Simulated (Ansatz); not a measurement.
Reaction: CH2ClF (SMILES C(F)Cl) → CHClF (SMILES F[CH]Cl, doublet) + H (doublet) (the C-H bond breaks)
Each species at its own B3LYP-D3(BJ)/def2-TZVP minimum (Ansatz, an electronic-structure program).

Property: bond dissociation energy (electronic), in kcal/mol. Open shells are spin-unrestricted; no spin-orbit coupling. CBS(X,Y): correlation extrapolated as X^-3, Hartree-Fock from the larger set (Q,5: extrapolated as (X+1)exp(-9√X)). A bracket is a step between two methods taken in the basis named. The functionals are non-relativistic, so their misses hold any scalar relativity. Double hybrids freeze cores in their MP2 part. '+ core + X2C': CCSD(T) terms for core correlation (cc-pwCVTZ, 1s frozen past Ne) and scalar relativity (cc-pVTZ-DK). Where a partner has so few electrons that a lower coupled-cluster level is exact, that level stands in.

CCSD(T)/CBS(cc-pV(Q+d)Z,cc-pV(5+d)Z) + [CCSDT(Q) - CCSD(T)]/cc-pV(D+d)Z + core + X2C (Ansatz) gives 106.2 kcal/mol.

Q: How far off this value is PBE/def2-TZVPD (Ansatz), in which direction, and which of these levels come nearer: r2SCAN/def2-TZVPD, B3LYP/def2-TZVPD, PBE0/def2-TZVPD, B2PLYP/def2-TZVPD, CCSD(T)/CBS(cc-pV(Q+d)Z,cc-pV(5+d)Z) + core + X2C?

A: PBE gives 100.0 kcal/mol, 6.2 kcal/mol below it. Differences of the others: r2SCAN/def2-TZVPD (Ansatz) -6.5; B3LYP/def2-TZVPD (Ansatz) -3.3; PBE0/def2-TZVPD (Ansatz) -5.3; B2PLYP/def2-TZVPD (Ansatz) -3.1; CCSD(T)/CBS(cc-pV(Q+d)Z,cc-pV(5+d)Z) + core + X2C (Ansatz) 0.1 kcal/mol. Nearer than PBE: B3LYP/def2-TZVPD, PBE0/def2-TZVPD, B2PLYP/def2-TZVPD, CCSD(T)/CBS(cc-pV(Q+d)Z,cc-pV(5+d)Z) + core + X2C.
